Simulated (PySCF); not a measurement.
## Mayer bond orders and bond lengths

Species: C6H14AlN.
Numbering: `[CH3:1][C:2]#[C:3][CH2:4][N+:5]([CH3:6])([CH3:7])[AlH3-:8]` (hydrogens: H9, H10, H11 on C1; H12, H13 on C4; H14, H15, H16 on C6; H17, H18, H19 on C7; H20, H21, H22 on Al8)

Cartesian coordinates in Å at the PBE0-D3(BJ)/def2-SVP level; atoms count from 1:
```xyz
22
C6H14AlN angstrom
C      4.5934   -0.9258    0.9363
C      3.3356   -0.2336    0.7118
C      2.2914    0.3537    0.5259
C      1.0340    1.0584    0.2977
N     -0.1776    0.2342    0.5182
C     -0.2143   -0.9090   -0.4038
C     -0.2594   -0.2223    1.9122
Al    -1.8182    1.4450    0.1272
H      5.2334   -0.3657    1.6355
H      4.4216   -1.9248    1.3662
H      5.1505   -1.0556   -0.0044
H      0.9580    1.9370    0.9588
H      0.9885    1.4401   -0.7354
H      0.6377   -1.5852   -0.2248
H     -1.1570   -1.4535   -0.2591
H     -0.1777   -0.5423   -1.4386
H      0.6001   -0.8644    2.1656
H     -0.2731    0.6501    2.5796
H     -1.1942   -0.7819    2.0496
H     -1.5228    1.8127   -1.4119
H     -1.5554    2.6037    1.2134
H     -3.0085    0.4053    0.4248
```

Bond orders from the PBE0/pcSseg-1 density (PySCF). Isolated species at its PBE0-D3(BJ)/def2-SVP geometry (one conformer only).

Where do the orders between heavy atoms depart from those drawn in the SMILES?

The largest departure is 0.651, at N5–Al8 (drawn single, 0.349). Drawn single, order above 1.12: C1–C2 (1.242) and C3–C4 (1.147). Drawn single, order below 0.88: N5–Al8 (0.349). Drawn double or triple, more than 0.30 short of the drawn order: C2–C3 (2.547). The SMILES, with its formal charges, is one Lewis structure only.

Set the Mayer orders of the bonds beside their lengths.

| bond | drawn as | length (Å) | Mayer order |
| --- | --- | --- | --- |
| C1–C2 | single | 1.453 | 1.242 |
| C2–C3 | triple | 1.212 | 2.547 |
| C3–C4 | single | 1.459 | 1.147 |
| C4–N5 | single | 1.482 | 0.882 |
| N5–C6 | single | 1.469 | 0.896 |
| N5–C7 | single | 1.469 | 0.896 |
| N5–Al8 | single | 2.076 | 0.349 |
| C1–H9 | single | 1.101 | 0.926 |
| C1–H10 | single | 1.101 | 0.920 |
| C1–H11 | single | 1.101 | 0.925 |
| C4–H12 | single | 1.102 | 0.903 |
| C4–H13 | single | 1.102 | 0.903 |
| C6–H14 | single | 1.102 | 0.953 |
| C6–H15 | single | 1.098 | 0.952 |
| C6–H16 | single | 1.099 | 0.950 |
| C7–H17 | single | 1.102 | 0.953 |
| C7–H18 | single | 1.099 | 0.950 |
| C7–H19 | single | 1.098 | 0.952 |
| Al8–H20 | single | 1.610 | 0.862 |
| Al8–H21 | single | 1.610 | 0.860 |
| Al8–H22 | single | 1.608 | 0.871 |

By pair of heavy elements: C–C: lowest C3–C4 (1.147, 1.459 Å), highest C2–C3 (2.547, 1.212 Å). C–N: all 3 within 0.02 of one another (0.882 to 0.896).

Sum the orders of all bonds at each heavy atom with more than one neighbour and set the sums beside the valence in the SMILES.

C1 4.013 (drawn 4), C2 3.789 (drawn 4), C3 3.694 (drawn 4), C4 3.835 (drawn 4), N5 3.023 (drawn 4), C6 3.751 (drawn 4), C7 3.751 (drawn 4), Al8 2.942 (drawn 4). Orders between atoms that aren't bonded are not in these sums.

For a closed shell the Mayer order of atoms A and B is Σ (PS)μν (PS)νμ over the basis functions μ on A and ν on B, with P the density and S the overlap matrix.

The run behind these numbers computed NMR shieldings as well. Time: 35 s wall; peak memory 0.99 GiB. Hardware: Arm Neoverse V2, one thread, shared host with 32 logical CPUs at a one-minute load of 14.
